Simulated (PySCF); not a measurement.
Ar²⁺ (argon, charge +2) across methods

[Ne] 3s1 3p4 3d1, one real determinant (an excited configuration). All numbers are calculated (PySCF 2.14, the non-relativistic Hamiltonian (point nucleus), in aug-cc-pV(T+d)Z with one added diffuse shell each of s, p, d, f type (7s6p5d3f, 71 functions)). The B2PLYP total includes its PT2 part (frozen core); its orbital energies are those of the SCF part.

| method | E (hartree) | mean ε 3p α (eV) | mean ε 3p β (eV) | mean ε 3d α (eV) | Σ⟨r²⟩ (bohr²) | ⟨S²⟩ |
| --- | --- | --- | --- | --- | --- | --- |
| BHandHLYP | -524.7817 | -43.205 | -37.940 | -21.081 | 17.17 | 6.002 |
| r2SCANh | -524.7651 | -40.705 | -35.861 | -19.066 | 17.14 | 6.003 |
| PBE | -524.5945 | -39.031 | -35.308 | -18.303 | 17.22 | 6.002 |
| MN15 | -524.7119 | -41.832 | -38.056 | -19.875 | 17.16 | 6.001 |
| LDA | -523.1596 | -39.018 | -35.236 | -18.150 | 17.28 | 6.001 |
| r2SCAN | -524.7676 | -39.906 | -35.355 | -18.482 | 17.15 | 6.003 |
| B2PLYP | -524.6555 | -43.374 | -37.685 | -21.214 | 17.19 | 6.002 |
| PBE0 | -524.6287 | -41.299 | -36.608 | -19.817 | 17.15 | 6.002 |

**Question.** Estimate the same row for UHF.

**Answer.** E (hartree) = -524.16262; mean ε 3p α (eV) = -47.375; mean ε 3p β (eV) = -38.923; mean ε 3d α (eV) = -24.043; Σ⟨r²⟩ (bohr²) = 17.18; ⟨S²⟩ = 6.004.

⟨L²⟩ = 8.02 against 12 for a pure F term, so this real determinant mixes terms. The outer electron is Rydberg-like, and this basis confines it to a smaller radius and binds it less than a complete one would.
